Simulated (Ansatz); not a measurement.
C2H9NO2Si, SMILES `CN(C)[SiH](O)O`, relaxed with RKS PBE0-D4/def2-TZVP in the Gaussian-basis code of Ansatz from a GFN2-xTB geometry. The force threshold is 0.005 eV/Å; the program also tests the step.

The species carries charge 0 and has multiplicity 1.

Start:

```xyz
15

C     0.648   -0.471   -1.491
N     0.310    0.108   -0.213
C     1.483    0.471    0.540
Si   -1.184   -0.313    0.540
O    -2.378   -0.233   -0.549
O    -1.511    0.769    1.714
H     1.254   -1.379   -1.379
H     1.218    0.249   -2.086
H    -0.265   -0.727   -2.021
H     2.105    1.151   -0.050
H     1.194    0.978    1.458
H     2.093   -0.405    0.802
H    -1.288   -1.681    1.039
H    -2.760    0.617   -0.755
H    -0.920    0.867    2.453
```

```tsv
step	energy (eV)	largest force (eV/Å)	largest move (Å)
1	-15677.3086	0.538	0.000
2	-15677.3429	0.289	0.041
3	-15677.3530	0.134	0.056
4	-15677.3728	0.149	0.174
5 (rejected)	-15677.3439	1.256	0.193
6	-15677.3856	0.209	0.096
7	-15677.3945	0.473	0.098
8	-15677.4223	0.211	0.150
9	-15677.4443	0.441	0.200
10	-15677.4611	0.222	0.200
11	-15677.4620	0.251	0.200
12	-15677.4698	0.122	0.095
13 (rejected)	-15677.4647	0.540	0.097
14	-15677.4705	0.348	0.048
15	-15677.4707	0.206	0.049
16	-15677.4719	0.020	0.020
17	-15677.4720	0.012	0.008
18	-15677.4721	0.005	0.008
19	-15677.4721	0.005	0.004
```

End:

```xyz
15

C     0.612   -0.529   -1.496
N     0.354    0.012   -0.183
C     1.538    0.506    0.478
Si   -1.125   -0.273    0.613
O    -2.372   -0.124   -0.443
O    -1.145    0.812    1.847
H     1.330   -1.361   -1.463
H     1.030    0.239   -2.161
H    -0.310   -0.898   -1.950
H     2.003    1.307   -0.112
H     1.285    0.914    1.456
H     2.291   -0.283    0.612
H    -1.339   -1.637    1.160
H    -2.415    0.700   -0.933
H    -1.738    0.615    2.574
```

Run time 45 s (2 threads of an AMD EPYC 7R13 on a shared host and a share of an NVIDIA H100 80 GB); peak host memory 0.9 GiB.
